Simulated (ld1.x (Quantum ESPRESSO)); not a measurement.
What one change does to a pseudopotential (palladium, TM)

palladium, norm-conserving Troullier–Martins (Kleinman–Bylander form), made with ld1.x (Quantum ESPRESSO) 7.5 (PBEsol, scalar-relativistic). Core [Ar] 3d10, reference 4s2 4p6 4d10 5s0. Waves: 4s (bound): rc 1.45 bohr; 4d (bound): rc 1.20 bohr; 4p (bound): rc 1.45 bohr. Local part: the p channel. Core correction: none.

Change: wave 4p (bound): rc 1.45 bohr becomes 4p (bound): rc 0.98 bohr.

Cutoffs: the cutoffs (Ry, on a coarse ladder) from which the occupation-weighted sum of valence levels, in a spherical-Bessel basis at the reference potential, stays within 10 and 1 mRy of its value at 400 Ry; they do not see the model core or the augmentation charge, which bear on the density cutoff. Errors are all-electron minus pseudo energies relative to the spin-unpolarised reference configuration.

Task: How do hardness, ghosts and transferability respond?

Result: The potential gets harder (80 Ry and 110 Ry → 140 Ry and 180 Ry); of the 7 tests that both files solve, the error grows in 0 and shrinks in 6 by more than 15 % and 0.3 meV (median size 43.2 → 26.8 meV); the range in which the p phases agree widens (upper end 2.7 → 4.7); neither file shows a bound ghost. A smaller radius makes the pseudo-wave follow the all-electron one further in, where it bends more sharply, so more plane waves are needed. Less of the atom is replaced, so other configurations are described better.

```tsv
quantity	base	changed
cutoff, loose	80 Ry	140 Ry
cutoff, tight	110 Ry	180 Ry
loose cutoff by channel (10 mRy a level)	s 45 Ry, d 55 Ry, p 30 Ry	s 45 Ry, d 55 Ry, p 80 Ry
bound ghosts	none	none
error for 4s2 4p6 4d9 5s0, meV [ΔE 9.12 eV]	+2.4	+0.9
error for 4s2 4p6 4d8 5s0, meV [ΔE 29.94 eV]	+13	+3.6
error for 4s2 4p6 4d7 5s0, meV [ΔE 64.29 eV]	+43	+12
error for 4s2 4p5 4d10 5s0, meV [ΔE 57.11 eV]	-33	-27
error for 4s2 4p6 4d6 5s0, meV [ΔE 113.61 eV]	+107	+35
error for 4s1 4p6 4d10 5s0, meV [ΔE 91.49 eV]	-90	-100
error for 4s2 4p6 4d8 5s1, meV [ΔE 13.66 eV]	+803	+621
s: phases at 1.59 bohr within 0.05 rad from the reference energy up to (Ry; the scan ends near 5)	-0.2	0.2
p: phases at 1.59 bohr within 0.05 rad from the reference energy up to (Ry; the scan ends near 5)	2.7	4.7
d: phases at 1.59 bohr within 0.05 rad from the reference energy up to (Ry; the scan ends near 5)	to the end of the scan	to the end of the scan
```
